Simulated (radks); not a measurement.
Results of a calculation; reference values are marked as such.
Q: The table gives one normalised radial function P(r) = r R(r) of Mn3+ in [Ar] 3d4 (r in bohr). Level of theory: scalar-relativistic Kohn-Sham, SCAN, spin-polarised, spherical densities, finite nucleus; open shells are filled with parallel spins first; meta-GGA in the generalised Kohn-Sham scheme; Fermi nuclear charge, rms radius 3.7057 fm (a radial shooting solver on a logarithmic mesh with Libxc functionals).

r          P
0.007423  0.0001
0.01099   0.0002
0.01626   0.0005
0.02387   0.0016
0.03533   0.0047
0.05228   0.0132
0.07737   0.0354
0.1145    0.0880
0.1695    0.1981
0.2508    0.3905
0.3682    0.6485
0.5449    0.8933
0.8064    0.9639
1.193     0.7807
1.766     0.4540
2.614     0.1657
3.869     0.0300
5.68      0.0020

Which n and l does it have? It may be an empty orbital.

A: n = 3, l = 2: the number of nodes gives n - l - 1 = 0, the rise at small r (about r^(l+1)) gives l, and the extent must fit the shell. The curve is that of 3d up; the table hardly tells the two spins apart. 3d up: eigenvalue -43.122 eV, 0 radial nodes, <r> = 1.03 bohr, 90 % of the charge inside 1.71 bohr.
